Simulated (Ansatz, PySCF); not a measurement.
System: sum formula Si$_{2}$NH$_{6}$F, charge 0, multiplicity 1. SMILES: [SiH3]N[SiH2]F
Geometry from a B3LYP-D3(BJ)/def2-TZVP (Ansatz, a first-principles code) optimisation:
```
N
H 1 1.0120
Si 1 1.7096 2 115.34
F 3 1.6082 1 112.54 2 85.88
Si 1 1.7377 2 115.67 3 173.93
H 3 1.4727 4 106.36 1 -119.23
H 3 1.4751 6 113.72 4 116.25
H 5 1.4782 1 106.76 2 179.94
H 5 1.4822 8 109.99 1 120.33
H 5 1.4823 8 109.60 9 118.29
```
Charge 0, spin multiplicity 1.

PBE beside other levels, property by property. Correlated levels leave the core frozen unless marked. UHF or UKS for open shells. Spin-orbit coupling is left out. Non-relativistic. CBS marks a two-point X^-3 extrapolation of the correlation energy; Hartree-Fock from the larger set. [CCSD(T)-MP2]/basis is that difference in the basis named. Rows marked 298 K are enthalpies with B3LYP-D3(BJ) harmonic zero-point and thermal terms. Atomisation energies are electronic, to ground-state atoms; the column to compare with has the core term from cc-pwCVTZ added, other frozen-core levels have none. Frequencies are from Ansatz or PySCF. The coupled-cluster column (Ansatz) is a level with limits of its own: (a) RI-MP2/CBS(aug-cc-pV(T+d)Z,aug-cc-pV(Q+d)Z)+[CCSD(T)-MP2]/aug-cc-pV(T+d)Z; (b) RI-MP2/CBS(cc-pV(T+d)Z,cc-pV(Q+d)Z)+[CCSD(T)-MP2]/cc-pV(T+d)Z.

```json
[
 {"property": "proton affinity at N, enthalpy at 298 K, to F[SiH2][NH2+][SiH3] (kcal/mol)", "PBE/def2-TZVPD (Ansatz)": "197.8", "M06-2X/def2-TZVPD (PySCF)": "198.0", "CAM-B3LYP/def2-TZVPD (Ansatz)": "196.4", "RI-MP2/CBS(cc-pV(T+d)Z,cc-pV(Q+d)Z) (Ansatz)": "196.5", "coupled cluster": "198.4 (b)"},
 {"property": "H-N bond dissociation enthalpy, 298 K, to F[SiH2][N][SiH3] + H atom (kcal/mol)", "PBE/def2-TZVPD (Ansatz)": "103.7", "M06-2X/def2-TZVPD (PySCF)": "110.5", "CAM-B3LYP/def2-TZVPD (Ansatz)": "107.7", "RI-MP2/CBS(cc-pV(T+d)Z,cc-pV(Q+d)Z) (Ansatz)": "116.4", "coupled cluster": "112.7 (b)"},
 {"property": "N-Si bond dissociation enthalpy, 298 K, to F[SiH2] + [NH][SiH3] (kcal/mol)", "PBE/def2-TZVPD (Ansatz)": "108.9", "M06-2X/def2-TZVPD (PySCF)": "118.1", "CAM-B3LYP/def2-TZVPD (Ansatz)": "112.7", "RI-MP2/CBS(cc-pV(T+d)Z,cc-pV(Q+d)Z) (Ansatz)": "126.6", "coupled cluster": "119.8 (a)"},
 {"property": "atomisation energy (kcal/mol)", "PBE/def2-TZVPD (Ansatz)": "794.0", "M06-2X/def2-TZVPD (PySCF)": "803.9", "CAM-B3LYP/def2-TZVPD (Ansatz)": "805.4", "RI-MP2/CBS(cc-pV(T+d)Z,cc-pV(Q+d)Z) (Ansatz)": "814.6", "coupled cluster": "809.5 (a)"}
]
```

As the rows show:
- proton affinity at N, enthalpy at 298 K, to F[SiH2][NH2+][SiH3]: PBE lies 0.6 kcal/mol below coupled cluster.
- H-N bond dissociation enthalpy, 298 K, to F[SiH2][N][SiH3] + H atom: PBE lies 9.0 kcal/mol below coupled cluster.
- N-Si bond dissociation enthalpy, 298 K, to F[SiH2] + [NH][SiH3]: PBE lies 10.9 kcal/mol below coupled cluster.
- atomisation energy: PBE lies 15.5 kcal/mol below coupled cluster.
